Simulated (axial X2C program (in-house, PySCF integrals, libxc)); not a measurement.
# TaCl⁻: properties at the nuclei

Calculated with an axial X2C code built on PySCF integrals: two-component X2C with atomic mean-field Coulomb and Gaunt terms, Gaussian nuclei, basis Ta dyall-acv3z, Cl dyall-av3z with contracted cores.

R = 2.408 Å (near the PBE0 minimum at charge -1 of the determinant lowest at the starting distance; the state shown can have its own minimum elsewhere).

Input and command:
```json
{"zs": [73, 17], "q": -1, "bas": ["dyall-acv3z", "dyall-av3z"], "r0": 2.45, "levels": ["PBE0", "HF", "PBE50", "BHandHLYP", "r2SCAN"], "nst": 3}
```
```bash
python soeom.py task.json out
```

Keys: zs atomic numbers; q charge; bas basis sets; r0 starting distance in Å; levels methods; nst determinants followed.

Determinant lowest in the PBE0 search, Ω = 1/2 (⟨Sz⟩ = -1.44, ⟨Lz⟩ = 1.94 at PBE0), spin on the atoms Ta -1.44, Cl 0.00:

```
    level  Eeff magnitude (GV/cm)  Ws magnitude Ta (kHz)  A∥/gI Ta (MHz)  qzz Ta (a.u.)  A∥/gI Cl (MHz)  qzz Cl (a.u.)
     PBE0                    1.26                   5.78            1370          -3.87            44.6           0.68
       HF                    28.9                   55.2            -609          -4.31            49.2           0.53
    PBE50                   0.305                   2.57            1180          -4.46            41.5           0.62
BHandHLYP                   0.571                   4.32            1410          -4.19            29.8           0.53
   r2SCAN                    9.94                   22.8            -299          -3.87            19.2           0.68
```

Eeff is the effective electric field on the electron electric dipole moment in this Ω state and Ws the scalar–pseudoscalar constant of the nucleus named (defined with the proton number Z and per Ω); A∥ (defined per Ω) follows by multiplying with gI = μI/(I μN); qzz is the electric field gradient, eQq0 = 234.96 MHz × Q/barn × qzz. The operators were transformed with the bare-nucleus X2C matrices; with these basis sets, hyperfine constants and field gradients can be off by tens of per cent, and where levels differ in sign neither size nor sign is settled.

Question: With Q(181Ta) = 3.17 barn, Q(35Cl) = -0.08112 barn (Q from Pyykkö, Mol. Phys. 2018), turn the PBE0 values of the first state into constants in MHz.

Answer: eQq0(181Ta) = 234.96 × (3.17) × (-3.87) = -2880 MHz; eQq0(35Cl) = 234.96 × (-0.08112) × (0.68) = -13 MHz.

Each state is one determinant with collinear spin, which with several unpaired electrons need not be a pure state. Unrestricted Hartree–Fock can overshoot spin polarisation at the nuclei. In the state Ω = 1/2 the sign of Eeff differs between levels (HF, PBE50 against PBE0). For an anion, determinants above electron detachment, or with a positive highest level, are held by the basis set. With several open shells hyperfine constants can be off by a factor of several. Where Eeff spreads by more than a factor of two the levels disagree and none is to be relied on. At r2SCAN a later determinant lies lower. States lie within half an eV, so the first need not be the ground state. The sign of Ws at Ta differs between levels in the first state. Further determinants of the search, some of them spin-mixed, are not shown. Where a field gradient or hyperfine factor spreads by more than a factor of two over the levels, a constant derived from it is not to be relied on.
